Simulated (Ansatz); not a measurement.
Ansatz (a first-principles code) input (HSE06/def2-TZVPD):

Ansatz 0.2 input:
```yaml
crystal:
  periodic: [false, false, false]
  atoms:
    - {symbol: C, position_ang: [-2.26044247, -0.24252192, -0.05340764]}
    - {symbol: C, position_ang: [-0.82067744, 0.26253588, -0.14936143]}
    - {symbol: C, position_ang: [0.25189949, -0.73028271, 0.27140453]}
    - {symbol: C, position_ang: [1.80661687, -0.21263278, 0.18673843]}
    - {symbol: O, position_ang: [1.88073195, 0.95322808, -0.21320112]}
    - {symbol: H, position_ang: [-2.41248798, -1.12662500, -0.68090014]}
    - {symbol: H, position_ang: [-2.99188114, 0.51702024, -0.36955268]}
    - {symbol: H, position_ang: [-2.51031043, -0.53279875, 0.97215867]}
    - {symbol: H, position_ang: [-0.70816362, 1.17081772, 0.45296133]}
    - {symbol: H, position_ang: [-0.61206232, 0.58579998, -1.17528924]}
    - {symbol: H, position_ang: [0.11025669, -1.05757532, 1.31186212]}
    - {symbol: H, position_ang: [0.21441439, -1.64505429, -0.33787460]}
basis:
  gaussian:
    orbitals: def2-TZVPD
hamiltonian:
  xc: {name: HSE06}
total_charge: -1
output: {forces: true}
```

Output:

```
Functional definition: HSE06
integrals: 0.19 GiB planned
1237 factors; their error is unknown
integrals: 0.23 GiB planned
182 factors; integrals over basis functions are off by at most 6.8e-7 eV
mean field: 1.75 GiB planned
mean field evaluation 1: about -6296.8464 eV, gradient 4.8e1 eV
mean field evaluation 2: about -6270.7460 eV, gradient 9.1e1 eV
mean field evaluation 4: about -6302.1832 eV, gradient 8.9e0 eV
mean field evaluation 8: about -6302.5086 eV, gradient 2.0e-1 eV
mean field evaluation 16: about -6302.4912 eV, gradient 9.6e-3 eV
mean field -6302.49118358 eV, -231.6122790148 hartree, gradient 2.3e-5 eV, S^2 0.000000; 0 other end points of the search recorded, 0 dependent functions left out
the calculation of the forces begins
reference -6302.49123824 eV, -231.6122810234 hartree; 20, 20 occupied and 231, 231 virtual orbitals, 1237 factors
Total energy: -6302.49123824 eV, -231.6122810234 hartree
Atom 0 at    -2.260442    -0.242522    -0.053408 Å, force     0.182828     0.026894     0.000869 eV/Å
Atom 1 at    -0.820677     0.262536    -0.149361 Å, force     0.000364    -0.138563     0.050266 eV/Å
Atom 2 at     0.251899    -0.730283     0.271405 Å, force     0.150908     0.146587    -0.043383 eV/Å
Atom 3 at     1.806617    -0.212633     0.186738 Å, force    -0.475451     0.501337    -0.202814 eV/Å
Atom 4 at     1.880732     0.953228    -0.213201 Å, force     0.080996    -0.547464     0.195038 eV/Å
Atom 5 at    -2.412488    -1.126625    -0.680900 Å, force    -0.000504    -0.017375    -0.012306 eV/Å
Atom 6 at    -2.991881     0.517020    -0.369553 Å, force     0.012062     0.015339    -0.004816 eV/Å
Atom 7 at    -2.510310    -0.532799     0.972159 Å, force    -0.002375    -0.005606     0.020749 eV/Å
Atom 8 at    -0.708164     1.170818     0.452961 Å, force    -0.004358     0.026361     0.021381 eV/Å
Atom 9 at    -0.612062     0.585800    -1.175289 Å, force    -0.000355     0.006272    -0.033194 eV/Å
Atom 10 at     0.110257    -1.057575     1.311862 Å, force     0.027164    -0.000581     0.020855 eV/Å
Atom 11 at     0.214414    -1.645054    -0.337875 Å, force     0.028720    -0.013201    -0.012645 eV/Å
Dipole moment:    -1.513708     0.009767    -0.098665 e Å
```

It need not be the lowest isomer of its formula. Whether it binds its extra electron was not tested at this geometry.
